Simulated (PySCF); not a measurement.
Input of a run (PBE0-D3(BJ)/def2-SVP geometry optimisation, gas phase (PySCF 2.14.0)), started from a GFN2-xTB structure with every atom displaced at random (by about 0.01 Å):
```
{"job": {"xc": "PBE0", "basis": "def2-SVP", "d3": "d3bj", "grid": 1, "shake": 0.01, "kind": "geom"}, "charge": 0, "multiplicity": 1}
C     -1.260270    -0.227850    -0.152970
C     -0.990620     1.077020    -0.025060
O      0.237160     1.585540     0.116760
Si     1.599360     0.599930     0.241720
O      1.018110    -0.938940     0.241670
C     -0.274340    -1.303120    -0.155360
H     -2.296100    -0.511230    -0.276900
H     -1.729680     1.857940    -0.027080
H      2.169790     0.815600     1.566040
H      2.371900     0.867010    -0.926290
H     -0.608630    -2.102980     0.541190
H     -0.196980    -1.747180    -1.152760
```

Output (energies in Eh, forces in Eh/bohr):
```
step   0  E = -557.19575571  max force = 0.028282
step   1  E = -557.20168852  max force = 0.004955
step   2  E = -557.20190911  max force = 0.002020
step   3  E = -557.20191140  max force = 0.002544
step   4  E = -557.20197566  max force = 0.000504
step   5  E = -557.20199226  max force = 0.000596
step   6  E = -557.20202524  max force = 0.000845
step   7  E = -557.20207083  max force = 0.001083
step   8  E = -557.20213252  max force = 0.000946
step   9  E = -557.20220768  max force = 0.000451
step  10  E = -557.20226639  max force = 0.000414
step  11  E = -557.20227249  max force = 0.000202
optimisation converged
```

Summarise the run.

The energy falls by 0.177 eV over 12 energy and gradient evaluations, the largest force component goes from 0.0283 to 2.0e-04 Eh/bohr, and the atoms move by 0.147 Å rms after alignment. The bond that changes most is Si4–H10 (oxygen-bound silicon to Si–H hydrogen), which lengthens by 0.064 Å. Bonds longer at the end by more than 0.005 Å: 9 of 12; shorter: 1. Among the angles that change most is H9–Si4–H10, from 120.3° to 111.7°. Among the dihedrals that turn most is C2–O3–Si4–H9, from -116° to -140°. The energy never rose by more than 1e-6 Eh on the way. The first step brought 91 % of the lowering.

What are the final bond lengths?

C1=C2 1.340 Å, C2–O3 1.357 Å, O3–Si4 1.683 Å, Si4–O5 1.653 Å, O5–C6 1.412 Å, C1–C6 1.500 Å, C1–H7 1.093 Å, C2–H8 1.094 Å, Si4–H9 1.482 Å, Si4–H10 1.489 Å, C6–H11 1.105 Å, C6–H12 1.108 Å. Numbering counts from 1 in the input's order; the species is `C1=CO[SiH2]OC1`.

The run used 118 basis functions and 78 SCF cycles in all. Time: 57 s wall; peak memory 0.49 GiB. Hardware: one thread, Arm Neoverse V1 (aarch64) (shared host).

Not checked by PBE0-D3(BJ)/def2-SVP frequencies. One conformer, not necessarily the lowest.
